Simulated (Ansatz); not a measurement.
Wavefunction ladder for H2OZn (`[OH][ZnH]`)

```xyz
4

O    -0.5837    0.5450    0.8523
Zn    0.1612   -0.1130   -0.6177
H    -0.3155    0.1737    1.6933
H     0.7381   -0.6057   -1.9280
```

Charge 0, multiplicity 1. Correlated methods include outer-core shells of Zn, which these sets cover unevenly. Scalar relativity is left out up to krypton. All single points use the PBE0-D4/def2-TZVP geometry. Frozen core, restricted reference, Ansatz.

| basis | HF (Eh) | MP2 corr. | CCSD corr. | (T) | CCSD(T) total |
| --- | --- | --- | --- | --- | --- |
| def2-SVP | -1853.51629 | -0.56887 | -0.55232 | -0.01396 | -1854.08257 |
| def2-TZVPP | -1853.86436 | -1.09611 | -1.01781 | -0.02623 | -1854.90840 |
| def2-QZVPP | -1853.91065 | -1.15933 | – | – | – |
